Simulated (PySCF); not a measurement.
Several orderings of computed values.

All species are isolated and taken at one optimised geometry, non-relativistic unless stated. Electronic properties by PySCF.

Dipoles, sizes and rotational constants follow the conformer. The torsions of the flexible species, by atom-mapped SMILES:
- `[O:1]=[P:2]([OH:3])([OH:4])[c:5]1[cH:6][cH:7][c:8]([F:9])[cH:10][cH:11]1`: O1–P2–C5–C6 0°, H–O3–P2–O1 -1°, H–O4–P2–O1 1°
- `[CH:1]#[C:2][CH2:3][C@H:4]([F:5])[SiH2:6][N:7]([CH3:8])[CH3:9]`: C2–C3–C4–F5 -168°, C3–C4–Si6–N7 -163°, C4–Si6–N7–C8 -44°
- `[CH:1]#[C:2][P:3]([C:4](=[CH2:5])[CH3:6])[N:7]([CH3:8])[CH2:9][CH3:10]`: C2–P3–C4–C5 -129°, C2–P3–N7–C8 62°, P3–N7–C9–C10 155°
- `[CH2:1]=[CH:2][CH2:3][C@H:4]([CH3:5])[F:6]`: C1–C2–C3–C4 -122°, C2–C3–C4–C5 57°
- `[CH:1]#[C:2][P@@:3](=[O:4])([OH:5])[c:6]1[cH:7][cH:8][c:9]([Cl:10])[cH:11][cH:12]1`: C2–P3–C6–C7 -52°, H–O5–P3–C2 -118°
- `[CH3:1][S:2][CH2:3][P:4]1(=[O:5])[C:6]([CH3:7])=[C:8]1[CH3:9]`: C1–S2–C3–P4 50°, S2–C3–P4–O5 50°
- `[CH3:1]/[CH:2]=[C:3](/[F:4])[CH2:5][CH3:6]`: C2–C3–C5–C6 99°

The conformers of `C=C(C)C[C@H]1CSCC1=O` and `CN1CCC(C[SiH3])=C1F` aren't listed.

(1) Rank by smallest rotational constant, lowest first (GFN2-xTB).
A. `C#C[P@@](=O)(O)c1ccc(Cl)cc1`
B. `C#CP(C(=C)C)N(C)CC`
C. `c1cc(P(O)(O)=O)ccc1F`
D. `c1sc(nc1)C`
E. `CC1=CSC=N1`
F. `C=CC[C@H](C)F`
G. `C#CC[C@H](F)[SiH2]N(C)C`

(2) Rank by HOMO energy, lowest first (PBE0/pcSseg-1 at GFN2-xTB geometries).
A. `CN1CCC(C[SiH3])=C1F`
B. `CC1=CSC=N1`
C. `c1cc(ccc1P(O)(O)=O)F`
D. `[C@H]1(CC(C)=C)CSCC1=O`

(3) Rank by dipole moment, highest first (PBE0/pcSseg-1 at GFN2-xTB geometries).
A. `Cc1cncs1`
B. `C/C=C(/F)CC`
C. `C#CC[C@H](F)[SiH2]N(C)C`
D. `Cc1nccs1`
E. `CSCP1(=O)C(C)=C1C`
F. `O=P(O)(O)c1ccc(F)cc1`

(4) Give the two extremes of that set in atomic units.

(5) Rank by HOMO–LUMO gap, lowest first (PBE0/pcSseg-1 at GFN2-xTB geometries).
A. `Cc1cscn1`
B. `C#CC[C@H](F)[SiH2]N(C)C`
C. `C/C=C(/F)CC`
D. `Cc1cc(C)c(C)c(F)c1`
E. `C=CC[C@H](C)F`

## Answers

(1) A (0.329 GHz), C (0.484 GHz), G (0.634 GHz), B (0.721 GHz), E (1.914 GHz), F (2.012 GHz), D (2.070 GHz).

(2) C (-7.71 eV), B (-7.07 eV), D (-6.66 eV), A (-5.29 eV).

(3) E (5.14 D), A (2.01 D), B (1.84 D), C (1.32 D), D (1.15 D), F (0.80 D).

(4) `O=P(O)(O)c1ccc(F)cc1`: 0.31 au; `CSCP1(=O)C(C)=C1C`: 2.02 au.

(5) A (6.38 eV), D (6.62 eV), B (7.05 eV), C (7.61 eV), E (7.88 eV).
